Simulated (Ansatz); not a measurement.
Mulliken charges of `N=C(F)S[SiH2]F` from r2SCAN/def2-TZVPP in Ansatz (PBE0-D4/def2-TZVP geometry).

```
atom   x (Å)   y (Å)   z (Å)  charge (e)
  N1  -0.391  -2.317  -1.119      -0.248
  C2  -0.217  -1.178  -0.660       0.253
  F3  -0.398  -0.125  -1.477      -0.173
  S4   0.252  -0.676   0.961      -0.171
 Si5   0.247   1.457   0.647       0.594
  F6   0.662   2.025   2.079      -0.318
  H7  -0.232  -3.045  -0.431       0.173
  H8   1.271   1.861  -0.335      -0.056
  H9  -1.104   1.951   0.318      -0.056
```

Problem. By hand: the dipole of these point charges (1 e Å = 4.8032 D).

Solution. Σ q r = (-0.045, -0.105, -0.149) e Å, of length 0.188 e Å = 0.90 D.

Problem. How does the dipole of the full density compare? (An estimate is asked.)

Solution. Ansatz gave: (0.047, 0.046, 0.163) e Å, 0.84 D; the point charges give 1.07 times that, at 161° from its direction, so they point the opposite way.

Point charges leave out the atoms' own dipoles, such as those of lone pairs, and Mulliken's split depends on the basis, so the two needn't agree.
